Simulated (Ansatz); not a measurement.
Molecule: sum formula H7SiN3O, charge 0, multiplicity 1. 
Coordinates optimised at B3LYP-D3(BJ)/def2-TZVP (Ansatz, a quantum-chemistry and plane-wave program):
```xyz
12

Si     0.0009     0.0009     0.0145
O     -0.3708    -1.1735     1.1206
N     -1.1972     1.0941    -0.5258
N      1.1161     0.9444     0.9017
N      0.4259    -0.8496    -1.4234
H     -0.8788    -1.9139     0.7815
H     -1.5326     1.8212     0.0845
H     -1.8876     0.8209    -1.2055
H      1.5448     1.7667     0.5127
H      1.6677     0.5327     1.6355
H      1.0492    -1.6401    -1.3682
H      0.5791    -0.3349    -2.2767
```

Basis-set convergence of Hartree-Fock and CCSD(T) correlation energies (hartree) with Ansatz. Cores are frozen in the correlated levels unless marked. Spin-orbit coupling is left out. No relativistic terms.

```json
[
 {"basis": "cc-pV(D+d)Z", "functions": "114", "E(HF)": "-531.39268", "E(corr, CCSD(T))": "-0.85680"},
 {"basis": "cc-pV(T+d)Z", "functions": "257", "E(HF)": "-531.50955", "E(corr, CCSD(T))": "-1.07461"},
 {"basis": "cc-pV(Q+d)Z", "functions": "494", "E(HF)": "-531.53435", "E(corr, CCSD(T))": "-1.14524"}
]
```

Extrapolating the two largest sets (X = 3 and 4) as X^-3: E(corr) = (64·(-1.14524) - 27·(-1.07461))/37 = -1.1968 Eh, an estimate of the basis-set limit. The largest set recovers 95.7 % of it, the smallest 71.6 %.
